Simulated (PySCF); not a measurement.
A structure optimised at PBE0-D3(BJ)/def2-SVP, used in a PySCF frequency run:

```xyz
13

C      2.1213     1.9600    -0.8477
C      1.6774     0.9605    -0.3285
C      1.1157    -0.2406     0.2770
C     -0.3150    -0.4826    -0.1266
N     -1.2041    -0.7449     0.7288
C     -2.5445    -0.9869     0.2785
H      2.5205     2.8481    -1.3013
H      1.7231    -1.1132    -0.0272
H      1.1559    -0.1866     1.3761
H     -0.5312    -0.4233    -1.2147
H     -3.2274    -0.2707     0.7634
H     -2.6756    -0.9142    -0.8198
H     -2.8658    -1.9890     0.6064
```

Problem. Write its SMILES and formula.

Solution. C#CC/C=N/C, C5H7N

Problem. What are its rotational constants (standard atomic weights)?

Solution. 13.969, 1.5260, 1.4354 GHz
